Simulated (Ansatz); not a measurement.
Ideal-gas functions of stibine (`[SbH3]`) at 500 K and 1 bar, from an Ansatz frequency run at PBE0-D4/def2-TZVP.

Molar mass 124.78 g/mol, point group C3v (symmetry number 3), electronic degeneracy 1, moments of inertia 5.738, 5.738, 6.021 u Å². Harmonic wavenumbers (cm⁻¹, unscaled): 804, 847, 847, 1970, 1977, 1977.

Use S(trans) = R[1.5 ln M + 2.5 ln T − 1.1517]; rotational temperatures θ = 24.2544 K / I; S(rot) = R[ln(√π/σ · √(T³/θAθBθC)) + 1.5]; for each mode x = 1.438777 ν̃/T, S = R[x/(eˣ − 1) − ln(1 − e⁻ˣ)] and H = RT x/(eˣ − 1); 1 cm⁻¹ = 0.0119627 kJ/mol; R = 8.31446 J/(mol·K).

**Question.** By hand: the entropy, in J/(mol·K).

**Answer.** Translation 179.8. Rotation: θ = 4.227, 4.227, 4.0283 K, giving 67.8. Vibration, mode by mode: 2.98, 2.70, 2.70, 0.19, 0.19, 0.19, in all 8.9. Electronic 0.0. Sum 256.5 J/(mol·K).

**Question.** By hand: H − E and G − E in kJ/mol, counted from the electronic energy.

**Answer.** Zero-point energy ½ × 8422 × 0.0119627 = 50.4; thermal vibration 3.2; translation, rotation and pV give 4 RT = 16.6. H − E = 70.2 kJ/mol, and G − E = 70.2 − 500 × 256.5/1000 = -58.0 kJ/mol.

Vibration gives 3 % of the entropy.
